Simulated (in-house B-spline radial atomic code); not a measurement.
RPA and G0W0 for O⁺, [He] 2s2 2p3, highest spin, as one setting changes: the radius of a hard wall (bohr). Start: Hartree-Fock. A dash marks a level of low quasi-particle weight. Computed with an all-electron radial atomic-structure program (B-spline basis): all electrons, non-relativistic, point nucleus, each spin shell either full or empty, empty states to l = 9 with an (l + 1/2)⁻⁴ tail; G0W0 by contour deformation at full frequency.

```json
{"radius of a hard wall (bohr)": "2", "mean-field level (eV)": "-22.679", "G0W0 level (eV)": "2p up -22.749", "RPA correlation (Eh)": "-0.29996"}
{"radius of a hard wall (bohr)": "2.5", "mean-field level (eV)": "-31.45", "G0W0 level (eV)": "2p up -31.32", "RPA correlation (Eh)": "-0.29213"}
{"radius of a hard wall (bohr)": "3", "mean-field level (eV)": "?", "G0W0 level (eV)": "?", "RPA correlation (Eh)": "?"}
{"radius of a hard wall (bohr)": "3.5", "mean-field level (eV)": "?", "G0W0 level (eV)": "?", "RPA correlation (Eh)": "?"}
{"radius of a hard wall (bohr)": "4", "mean-field level (eV)": "-36.04", "G0W0 level (eV)": "2p up -35.52", "RPA correlation (Eh)": "-0.28971"}
{"radius of a hard wall (bohr)": "5", "mean-field level (eV)": "-36.20", "G0W0 level (eV)": "2p up -35.62", "RPA correlation (Eh)": "-0.28975"}
{"radius of a hard wall (bohr)": "6", "mean-field level (eV)": "-36.21", "G0W0 level (eV)": "2p up -35.62", "RPA correlation (Eh)": "-0.28975"}
{"radius of a hard wall (bohr)": "8", "mean-field level (eV)": "-36.21", "G0W0 level (eV)": "2p up -35.62", "RPA correlation (Eh)": "-0.28972"}
{"radius of a hard wall (bohr)": "12", "mean-field level (eV)": "-36.21", "G0W0 level (eV)": "2p up -35.62", "RPA correlation (Eh)": "-0.28968"}
```

What belongs in the row for 3?

mean-field level (eV): -34.57; G0W0 level (eV): 2p up -34.26; RPA correlation (Eh): -0.29004.

What belongs in the row for 3.5?

mean-field level (eV): -35.67; G0W0 level (eV): 2p up -35.22; RPA correlation (Eh): -0.28969.
